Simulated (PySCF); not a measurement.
# Field gradients at the hydrogen positions

Compound: C₆H₈OS₂Si.
Cartesian coordinates in Å at the GFN2-xTB level; atoms count from 1:
```xyz
18
C6H8OS2Si angstrom
C     -3.9002   -0.1462   -0.3609
S     -2.6712   -1.2934    0.3206
C     -1.2086   -0.3202    0.2952
C     -1.0809    0.9632   -0.1412
S      0.5368    1.5282    0.0123
C      1.0644    0.0105    0.6817
Si     2.8551   -0.2511    1.1738
C      3.8735    0.3629   -0.3391
O      4.8076   -0.2220   -0.8205
C      0.0174   -0.8561    0.7645
H     -3.9793    0.7291    0.2770
H     -3.6227    0.1310   -1.3736
H     -4.8416   -0.6861   -0.3690
H     -1.8216    1.6219   -0.5455
H      3.1011   -1.6636    1.4360
H      3.2063    0.6216    2.2988
H      3.5531    1.3330   -0.7841
H      0.1020   -1.8562    1.1491
```

Level: PBE0/pcSseg-1 (PySCF, non-relativistic); Q(2H) = 0.00286 b; rigid geometry, the same for H and D, with no vibrational averaging.

**Question.** Rank these positions by the coupling χzz of a deuteron there, largest first.
A. H15 (Si–H hydrogen)
B. H17 (formyl hydrogen)
C. H12 (methyl hydrogen)
D. H14 (aromatic hydrogen)
E. H18 (aromatic hydrogen)
F. H16 (Si–H hydrogen)

**Answer.** D (235 kHz), E (226 kHz), C (210 kHz), B (175 kHz), A (111 kHz), F (107 kHz).

**Question.** Give the electric field gradient Vzz (the principal value of largest size), its asymmetry and the 2H coupling at each hydrogen.

**Answer.** 
| atom | bonded to | bond length (Å) | Vzz (au) | η | χzz (kHz) |
| --- | --- | --- | --- | --- | --- |
| H11 | C1 | 1.086 | 0.3131 | 0.02 | 210 |
| H12 | C1 | 1.086 | 0.3129 | 0.02 | 210 |
| H13 | C1 | 1.085 | 0.3159 | 0.05 | 212 |
| H14 | C4 | 1.071 | 0.3493 | 0.11 | 235 |
| H15 | Si7 | 1.458 | 0.1652 | 0.02 | 111 |
| H16 | Si7 | 1.466 | 0.1590 | 0.01 | 107 |
| H17 | C8 | 1.114 | 0.2598 | 0.01 | 175 |
| H18 | C10 | 1.075 | 0.3367 | 0.08 | 226 |

**Question.** Average by the element that carries the hydrogen.

**Answer.** on C: 211 kHz over 6 positions, mean bond length 1.086 Å; on Si: 109 kHz over 2 positions, mean bond length 1.462 Å.

**Question.** How does χzz go with the bond length over the 6 C–H bonds?

**Answer.** A straight-line fit has a slope of -13.5 kHz for each 0.01 Å, with a correlation coefficient of -1.00, over lengths from 1.071 to 1.114 Å. The longer bonds have the smaller couplings here.

Geometry: GFN2-xTB, one conformer, isolated molecule. GFN2-xTB bond lengths can be off by several hundredths of an ångström, more for odd bonds, and the gradients follow them. The small basis limits the accuracy of the gradients.
